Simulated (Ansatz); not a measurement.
Reaction (ligand exchange at a Ga–Br bond): `[NH2][Ga]([OH])[Br]` + NH₃ → `[NH2][Ga]([NH2])[OH]` + HBr

Isolated molecules relaxed with PBE0-D4/def2-TZVP in Ansatz; ΔE leaves out vibrations. CCSD(T)/CBS adds triple-zeta CCSD(T) − MP2 to the extrapolated MP2 energy (def2 sets, frozen cores). This one scheme is used for every species. For Br, Ga outer-core shells are correlated without core-valence functions, which leaves a few kJ/mol of doubt a bond. Scalar relativity is left out up to krypton. One conformer a species, not always the lowest.

`[NH2][Ga]([OH])[Br]`:

Z-matrix (Å, degrees):
```
N
Ga 1 1.805
H 1 1.006 2 122.8
H 1 1.006 2 120.6 3 154.7
O 2 1.776 1 124.3 3 16.3
Br 2 2.270 1 119.7 3 -166.8
H 5 0.960 2 113.9 1 -0.5
```

NH₃:

Cartesian coordinates in Å:
```
N 0.209 -0.141 0.125
H 0.166 0.822 0.435
H 0.317 -0.124 -0.881
H -0.693 -0.557 0.321
```

`[NH2][Ga]([NH2])[OH]`:

```xyz
9

N    -0.781    1.421    0.753
Ga    0.162   -0.018    0.180
N    -0.208   -0.918   -1.359
O     1.511   -0.522    1.241
H    -0.686    1.714    1.712
H    -1.707    1.607    0.409
H     0.479   -1.521   -1.779
H    -0.791   -0.500   -2.066
H     2.021   -1.262    0.908
```

HBr:

Z-matrix (Å, degrees):
```
Br
H 1 1.420
```

| species | CCSD(T)/CBS(def2) energy (Eh) |
| --- | --- |
| `[NH2][Ga]([OH])[Br]` | -4629.05733 |
| NH₃ | -56.50880 |
| `[NH2][Ga]([NH2])[OH]` | -2111.61138 |
| HBr | -2573.91920 |

Question: Work out ΔE.

Answer: ΔE = (-2111.61138) + (-2573.91920) − (-4629.05733) − (-56.50880) = 0.03555 Eh = +93.3 kJ/mol.

Largest T1 diagnostic among the species: 0.013.

From PBE to PBE0 (25 % exact exchange), in def2-TZVPP and without D4, ΔE moves by +3.4 kJ/mol. Leaving LDA and LC-ωPBE aside and taking each functional with its dispersion term where it has one, the values, not all of them listed here, spread over 10.3 kJ/mol, from CAM-B3LYP-D4 to BHLYP-D4. LDA lies −9.2 kJ/mol from PBE without D4.
